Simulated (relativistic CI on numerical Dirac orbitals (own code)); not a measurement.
**Radial parameters of Pm37+**

Calculated at this level of theory: Dirac-Coulomb-Breit CI, separate exchange-only KLI orbitals for each configuration, QED by a radiative potential, unscaled Slater integrals (own radial code, finite nucleus).

Slater integrals F^k, G^k are unscaled and averaged over j, outside the closed core [Ne]; ζ comes from projecting the Hamiltonian with its Breit term on Σ l·s of the shell.

- 3s²3p⁶3d⁶: F^2(3d,3d) = 463610, F^4(3d,3d) = 298970, ζ(3d) = 88007 cm⁻¹; <r>(3d) = 0.2196, <r^2>(3d) = 0.05605 (bohr units).
- 3s²3p⁵3d⁷: ζ(3p) = 670370, F^2(3d,3d) = 462730, F^4(3d,3d) = 298380, F^2(3p,3d) = 404840, G^1(3p,3d) = 437020, G^3(3p,3d) = 290040, ζ(3d) = 87101 cm⁻¹; <r>(3p) = 0.2449, <r^2>(3p) = 0.06937, <r>(3d) = 0.22, <r^2>(3d) = 0.05624 (bohr units).
- 3s²3p⁴3d⁸: F^2(3p,3p) = 402810, ζ(3p) = 669830, F^2(3d,3d) = 461840, F^4(3d,3d) = 297770, F^2(3p,3d) = 404410, G^1(3p,3d) = 436990, G^3(3p,3d) = 289890, ζ(3d) = 86202 cm⁻¹; <r>(3p) = 0.2452, <r^2>(3p) = 0.06951, <r>(3d) = 0.2203, <r^2>(3d) = 0.05643 (bohr units).

**Question.** Give the Racah parameters of the d shell in 3s²3p⁶3d⁶.

**Answer.** B = F²/49 − 5F⁴/441 = 6072 cm⁻¹ and C = 35F⁴/441 = 23728 cm⁻¹.

Averages of the first 10 configurations, taken without configuration mixing, which lowers the lowest level and can move excited configurations by several eV; other configurations of the list can lie among them:

```json
{"Configuration": "3s²3p⁶3d⁶", "Parity": "even", "States": "210", "Average energy above the lowest level (eV)": "53.9"}
{"Configuration": "3s²3p⁵3d⁷", "Parity": "odd", "States": "720", "Average energy above the lowest level (eV)": "376.1"}
{"Configuration": "3s²3p⁴3d⁸", "Parity": "even", "States": "675", "Average energy above the lowest level (eV)": "704.7"}
{"Configuration": "3s3p⁶3d⁷", "Parity": "even", "States": "240", "Average energy above the lowest level (eV)": "630.5"}
{"Configuration": "3p⁶3d⁸", "Parity": "even", "States": "45", "Average energy above the lowest level (eV)": "1215.7"}
{"Configuration": "3s3p⁵3d⁸", "Parity": "odd", "States": "540", "Average energy above the lowest level (eV)": "951.4"}
{"Configuration": "3s²3p⁶3d⁵4s", "Parity": "even", "States": "504", "Average energy above the lowest level (eV)": "1116.6"}
{"Configuration": "3s²3p⁶3d⁵4p", "Parity": "odd", "States": "1512", "Average energy above the lowest level (eV)": "1211.1"}
{"Configuration": "3s²3p⁴3d⁷4s", "Parity": "even", "States": "3600", "Average energy above the lowest level (eV)": "1752.3"}
{"Configuration": "3s²3p⁶3d⁵4d", "Parity": "even", "States": "2520", "Average energy above the lowest level (eV)": "1332.0"}
```
